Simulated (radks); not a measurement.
Ionisation of neutral gadolinium, [Xe] 4f7 5d1 6s2, to [Xe] 4f7 5d1 6s1 as the strength of local exchange is varied. Method: scalar-relativistic Kohn-Sham, Slater X-alpha exchange (alpha = 2/3 is LDA exchange), no correlation, spin-polarised, spherical densities, finite nucleus; open shells are filled with parallel spins first (spin-orbit coupling, left out, can overturn this in heavy ions); Fermi nuclear charge, rms radius 5.1569 fm; computed with a radial shooting solver on a logarithmic mesh with Libxc functionals.

alpha  E(Gd) (hartree)  exchange (hartree)  IE (eV)  -e of the level emptied (eV)  <r> of it (bohr)
0.648      -11250.1391           -228.2274    4.959                    2.894 (6s)             4.274
0.667      -11256.8581           -235.0684    5.027                    2.967 (6s)             4.256
0.898      -11338.8876           -318.9047    5.934                    3.941 (6s)             4.031
0.938      -11353.1553           -333.5460    6.104                    4.125 (6s)             3.992
0.946      -11356.0111           -336.4787    6.138                    4.163 (6s)             3.985

NIST Atomic Spectra Database: 6.150 eV (measured). The central value is not met in this range of alpha. Open shells are spherical and high-spin; term and fine-structure splittings are not resolved. Spin-orbit splitting is averaged out at the scalar-relativistic level.
